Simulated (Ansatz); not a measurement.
Molecule: sum formula H₄BSiO₃ (charge 0, doublet). It need not be the lowest isomer of its formula. SMILES: [O]B(O)O[SiH3]
Structure (B3LYP-D3(BJ)/def2-TZVP (Ansatz, a first-principles code) minimum search):
```
O
B 1 1.3518
O 2 1.3705 1 119.50
O 2 1.3712 1 121.92 3 -180.00
H 4 0.9627 2 115.56 1 180.00
Si 1 1.6573 2 134.76 3 180.00
H 6 1.4757 1 106.46 2 180.00
H 6 1.4788 7 110.15 1 -119.31
H 6 1.4788 7 110.15 8 -121.38
```
Charge 0, spin multiplicity 2.

Quantity: atomisation energy (electronic, to ground-state atoms); the coupled-cluster value holds the core correlation from cc-pwCVTZ, in kJ/mol. Correlated levels leave the core frozen unless marked. UHF or UKS for open shells. No spin-orbit coupling. Non-relativistic. CBS marks a two-point X^-3 extrapolation of the correlation energy; Hartree-Fock from the larger set.

Level to compare with: CCSD(T)/CBS(cc-pV(T+d)Z,cc-pV(Q+d)Z) plus the core term (Ansatz), 3523.2 kJ/mol. It is a level with limits of its own, and the differences hold the functionals' basis error too.

Rank these functionals by how close they come to CCSD(T)/CBS(cc-pV(T+d)Z,cc-pV(Q+d)Z), closest first: BHLYP/def2-TZVPD (Ansatz); r2SCAN/def2-TZVPD (Ansatz); B97M-V/def2-TZVPD (Ansatz).

B97M-V/def2-TZVPD (meta-GGA with VV10, 3524.2 kJ/mol, difference 1.0), r2SCAN/def2-TZVPD (meta-GGA, 3532.8 kJ/mol, difference 9.6), BHLYP/def2-TZVPD (global hybrid, 3380.9 kJ/mol, difference -142.3)
